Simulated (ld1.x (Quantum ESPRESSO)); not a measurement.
## W, TM: configuration errors across variants

```
Element                 : tungsten (W)
Generator               : ld1.x (Quantum ESPRESSO) 7.5
Type                    : norm-conserving Troullier–Martins (Kleinman–Bylander form)
Functional              : PBE
Relativity              : non-relativistic
Frozen core             : [Kr] 4d10 4f14
Valence charge          : 14
Reference configuration : 5s2 5p6 5d4 6s1.5 6p0 (charge +0.5)
Partial waves           : 5s (bound): rc 1.65 bohr; 5p (bound): rc 1.35 bohr; 5d (bound): rc 1.80 bohr; 5f channel at 0.1 Ry: rc 1.65 bohr
Local potential         : the f channel
Core correction         : none
```

Occupied shells without a wave of their own: 6s. They enter only through the test configuration that unscreens the potential.

All-electron excitation energies from the reference (eV): (1) 5s2 5p6 5d4 6s2 6p0 -3.088; (2) 5s2 5p6 5d4 6s1 6p0 4.570; (3) 5s2 5p6 5d4 6s0 6p0 18.462; (4) 5s2 5p5 5d4 6s2 6p0 43.450; (5) 5s2 5p6 5d3 6s0 6p0 44.612; (6) 5s2 5p6 5d5 6s0 6p0 3.094.

For the base: The 6s level has no wave, so the channel is fitted at the deeper level alone: the likely source of the large errors.

Tests that are not counted but printed errors over 1 eV. “base”: 5s2 5p6 5d4 6s1 6p1 (solver errors, printed error -13.2 eV). “wave 5p (bound): rc 1.35 bohr becomes 5p (bound): rc 1.04 bohr”: 5s2 5p6 5d4 6s1 6p1 (solver errors, printed error -11.4 eV). “wave 5p (bound): rc 1.35 bohr becomes 5p (bound): rc 1.24 bohr”: 5s2 5p6 5d4 6s1 6p1 (solver errors, printed error -13.2 eV). “wave 5p (bound): rc 1.35 bohr becomes 5p (bound): rc 1.38 bohr”: 5s2 5p6 5d4 6s1 6p1 (solver errors, printed error -13.2 eV). “wave 5p (bound): rc 1.35 bohr becomes 5p (bound): rc 1.52 bohr”: 5s2 5p6 5d4 6s1 6p1 (solver errors, printed error -13.2 eV).

A true bound ghost makes a file unfit for plane-wave use even where its test errors are small: the radial tests pick states by their node count and pass the ghost by. Where a test does run into it, the solver fails or the error is huge.

The file “base” misses its own reference levels by 0.6 eV. The file “wave 5p (bound): rc 1.35 bohr becomes 5p (bound): rc 0.92 bohr” misses its own reference levels by 0.6 eV. The file “wave 5p (bound): rc 1.35 bohr becomes 5p (bound): rc 1.04 bohr” misses its own reference levels by 0.6 eV. The file “wave 5p (bound): rc 1.35 bohr becomes 5p (bound): rc 1.24 bohr” misses its own reference levels by 0.6 eV. The file “wave 5p (bound): rc 1.35 bohr becomes 5p (bound): rc 1.38 bohr” misses its own reference levels by 0.6 eV. The file “wave 5p (bound): rc 1.35 bohr becomes 5p (bound): rc 1.52 bohr” misses its own reference levels by 0.6 eV. The file “wave 5p (bound): rc 1.35 bohr becomes 5p (bound): rc 1.68 bohr” misses its own reference levels by 0.6 eV. The file “wave 5p (bound): rc 1.35 bohr becomes 5p (bound): rc 1.96 bohr” misses its own reference levels by 0.6 eV.

Errors AE − PS in meV (a dash: test not solved or not reliable):

| change | (1) | (2) | (3) | (4) | (5) | (6) | bound ghosts |
| --- | --- | --- | --- | --- | --- | --- | --- |
| base | -262 | +339 | +1279 | -554 | +1779 | +838 | d, s |
| wave 5p (bound): rc 1.35 bohr becomes 5p (bound): rc 0.92 bohr | -262 | +339 | +1278 | -564 | +1779 | +837 | d, s |
| wave 5p (bound): rc 1.35 bohr becomes 5p (bound): rc 1.04 bohr | -262 | +339 | +1279 | -556 | +1779 | +838 | d, s |
| wave 5p (bound): rc 1.35 bohr becomes 5p (bound): rc 1.24 bohr | -262 | +339 | +1279 | -553 | +1779 | +838 | d, s |
| wave 5p (bound): rc 1.35 bohr becomes 5p (bound): rc 1.38 bohr | -262 | +339 | +1279 | -555 | +1779 | +838 | d, s |
| wave 5p (bound): rc 1.35 bohr becomes 5p (bound): rc 1.52 bohr | -262 | +339 | +1279 | -563 | +1779 | +838 | d, s |
| wave 5p (bound): rc 1.35 bohr becomes 5p (bound): rc 1.68 bohr | -262 | +339 | +1278 | -576 | +1779 | +837 | d, s |
| wave 5p (bound): rc 1.35 bohr becomes 5p (bound): rc 1.96 bohr | -262 | +339 | +1278 | -603 | +1780 | +838 | d, s |

Q: Give the same row for: wave 5p (bound): rc 1.35 bohr becomes 5p (bound): rc 1.88 bohr.

A: -262, +339, +1278, -594, +1780, +838; bound ghosts: d, s. Not counted: 5s2 5p6 5d4 6s1 6p1 (solver errors, printed error -11.4 eV).
